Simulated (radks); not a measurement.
Values are calculated unless marked as measured or tabulated.
Species: Hg4+. Configuration: [Xe] 4f14 5d8.

Level of theory: non-relativistic Kohn-Sham, LB94 model potential, spin-polarised, spherical densities, point nucleus; open shells are filled with parallel spins first (spin-orbit coupling, left out, can overturn this in heavy ions); relativity is left out, which matters for an element this heavy (a radial shooting solver on a logarithmic mesh with Libxc functionals).

Energy parts (eV):
| part | energy |
|---|---|
| kinetic | 501861.83 |
| electron-nucleus | -1190469.89 |
| Hartree | 197146.60 |
(The LB94 potential has no energy functional, so no total or exchange-correlation energy is given.)

Orbitals (lengths in bohr, moments of r in powers of bohr; <r^-3> diverges for s and p1/2; r(max) is where P^2 peaks; r(90%) holds 90 % of the orbital's charge):
orbital  occ.  eigenvalue (eV)  r(90%)      <r^2>  <r^-3>   r(max)
1s down     1        -75279.12  0.0336  0.0004776       -  0.01256
1s up       1        -75279.11  0.0336  0.0004776       -  0.01256
2s up       1        -12666.21   0.122   0.007417       -  0.06819
2s down     1        -12666.12   0.122   0.007416       -  0.06819
2p up       3        -12193.59   0.108   0.005465   18230  0.05286
2p down     3        -12193.54   0.108   0.005465   18230  0.05286
3s up       1        -3034.752   0.292    0.04576       -   0.1862
3s down     1        -3034.720   0.292    0.04576       -   0.1862
3p up       3        -2809.210   0.284    0.04208    3982   0.1751
3p down     3        -2809.152   0.284    0.04208    3981   0.1751
3d up       5        -2386.880   0.257    0.03235   711.9   0.1373
3d down     5        -2386.756   0.257    0.03235   711.8   0.1373
4s up       1        -697.2209   0.631     0.2195       -   0.4153
4s down     1        -697.0835   0.631     0.2196       -   0.4153
4p up       3        -599.2571   0.643     0.2246   936.3   0.4142
4p down     3        -599.1308   0.643     0.2247   935.6   0.4143
4d up       5        -418.6247   0.671     0.2347   149.1   0.4063
4d down     5        -418.5264   0.671     0.2349   149.0   0.4063
4f up       7        -175.4870   0.743     0.2625   33.41   0.3605
4f down     7        -175.4471   0.743     0.2626   33.39   0.3606
5s up       1        -150.9469    1.41      1.097       -   0.9079
5s down     1        -150.7475    1.41      1.092       -   0.9065
5p up       3        -118.8183    1.54      1.282   171.8   0.9598
5p down     3        -118.5005    1.54      1.275   173.5   0.9578
5d up       5         -67.5257    1.98      2.016   18.02    1.128
5d down     3         -66.9631    1.97      2.005   18.28    1.124

The highest occupied level is 5d down at -66.963 eV. The density falls to 0.001 e/bohr^3 at r = 3.04 bohr. The electron density at the nucleus is 3.677e+05 e/bohr^3. For comparison, the ionisation energy in NIST's Atomic Spectra Database is 61.2 eV (measured). In exact Kohn-Sham theory the highest level is minus the ionisation energy, but local and semilocal functionals leave it too shallow, through self-interaction and a potential that decays too fast; potentials with the right tail come closer.
